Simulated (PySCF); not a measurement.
**Electronic structure of S (sulfur, neutral) at the UHF level**

Configuration: [Ne] 3s1 3p5, high-spin 3P determinant (an excited configuration). Computed with PySCF 2.14 in aug-cc-pwCVQZ (10s9p7d5f3g, 134 functions), with no relativity, point nucleus.

```json
{
  "Total energy": "-397.091457 hartree",
  "One-electron energy": "-548.1074 hartree",
  "Hartree (Coulomb) energy": "175.9337 hartree",
  "Exchange energy": "-24.9178 hartree",
  "Kinetic energy": "397.09028 hartree",
  "⟨S²⟩": "2.0421",
  "⟨L²⟩": "2.018",
  "Sum of ⟨r⟩": "15.82 bohr",
  "Sum of ⟨r²⟩": "31.05 bohr²",
  "Traceless quadrupole moment −½Σ⟨3z² − r²⟩ along its main axis": "2.19 e·bohr²",
  "Density at the nucleus (Gaussians lack the cusp)": "2630 bohr⁻³",
  "Spin density at the nucleus": "9.26 bohr⁻³",
  "Langevin diamagnetic susceptibility": "-24.6 ×10⁻⁶ cm³/mol"
}
```

```csv
shell,electrons,mean orbital energy (hartree),spread (hartree),"rms radius, mean of both spins (bohr)"
1s α,1,-92.09438,0,0.113
1s β,1,-92.05912,0,0.113
2s α,1,-9.09271,0,0.519
2s β,1,-9.03928,0,0.519
2p α,3,-6.77893,0.01690,0.491
2p β,3,-6.73645,0.01652,0.491
3s α,1,-1.04949,0,1.80
3p α,3,-0.50936,0.06086,2.27
3p β,2,-0.33320,0,2.27
```

Spin-orbit constants ζ (cm⁻¹) from the X2C one-electron operator on these orbitals (non-relativistic here): bare nucleus, nucleus screened by l(l+1)(2l+1)/3 electrons, and screened by the Breit-Pauli mean field of the electrons.

| shell | bare | screened nucleus | mean field |
| --- | --- | --- | --- |
| 2p | 7387 | 6464 | 6042 |
| 3p | 500.7 | 438.1 | 404.1 |

To first order the Landé constant is A = -202.0 cm⁻¹, so the lowest level has J = 2 and lies 0.0251 eV below the centre of the term. This holds in LS coupling only.
